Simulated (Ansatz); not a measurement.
The Ga1–H2 bond of GaH3O (SMILES [OH][GaH2]) is stretched (multiplicity 1, the rest rigid).
Geometry at rest (charge 0, multiplicity 1):
```xyz
5

Ga    -0.22522    -0.28437     0.02582
H      0.06027    -1.29718     1.17225
H     -1.35945    -0.30870    -1.05293
O      0.93818     1.08728    -0.02402
H      0.77556     1.72301    -0.72755
```

Correlated levels freeze the cores. Filled d and f shells under p-block atoms count as core.

Programs: Ansatz (a quantum-chemistry and plane-wave program) with Gaussian orbitals. Values without a source in brackets are computed.

Energies above the point at 1.556 Å (the B3LYP-D3(BJ) bond length), FIC-MRCISD+Q on CASSCF(2,2)/cc-pVTZ (kcal/mol): 6.29 at 1.401 Å; 2.70 at 1.712 Å; 84.48 at 4.980 Å.

Q: Take the last value as the depth D of a Morse curve D(1 − e^(−a(R − R₀)))², fit a and R₀ to the two near points, and test it at 2.101 and 2.723 Å.

A: 
With D = 84.5, both near points (counted from the curve's value at 1.556 Å) are met by a = 1.41 Å⁻¹ and R₀ = 1.572 Å, so k = 2Da² = 338 kcal/(mol Å²). The curve then gives 23.4 and 54.5 kcal/mol; the level itself gives 24.3 and 59.4, so Morse is off by -0.9 and -4.9.
